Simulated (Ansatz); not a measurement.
Relaxation of C$_{2}$H$_{5}$ClF$_{2}$Si (11 atoms, charge 0, multiplicity 1), to a largest force component of 0.015 eV/Å in at most 40 steps.

Theory: RHF/def2-SVP (Ansatz).

```xyz
11
Properties=species:S:1:pos:R:3
C 0.280 -1.236 -0.988
Si -0.521 -0.304 0.441
F -2.131 -0.175 0.160
C 0.276 1.379 0.728
F 1.532 1.246 0.999
Cl 0.024 2.409 -0.710
H 0.096 -0.642 -1.929
H -0.170 -2.169 -1.123
H 1.315 -1.299 -0.825
H -0.354 -1.150 1.678
H -0.283 1.885 1.591
```

Where does it end, and by what steps?

The run converged. The force dipped under the threshold on the way, but the program's further checks kept it going. After 5 steps the energy has fallen by 0.376 eV; Si2 moved furthest, 0.07 Å.

```
step  energy less start (eV)  largest force component (eV/Å)  accepted
   0                  0.0000                           3.905       yes
   1                 -0.3178                           1.529       yes
   2                 -0.3715                           0.260       yes
   3                 -0.3747                           0.109       yes
   4                 -0.3755                           0.014       yes
   5                 -0.3756                           0.013       yes
```

```xyz
11
Properties=species:S:1:pos:R:3
C 0.260 -1.202 -1.013
Si -0.519 -0.373 0.454
F -2.098 -0.152 0.214
C 0.209 1.371 0.740
F 1.522 1.243 1.046
Cl 0.052 2.379 -0.728
H 0.101 -0.615 -1.919
H -0.164 -2.196 -1.164
H 1.336 -1.310 -0.858
H -0.361 -1.130 1.708
H -0.272 1.928 1.538
```

Whether the end is a true minimum wasn't checked by a vibrational analysis.

The run took 19 s on 2 threads of Intel(R) Xeon(R) Platinum 8375C CPU @ 2.90GHz (Ice Lake), with other jobs on the host, peak memory 0.28 GiB.
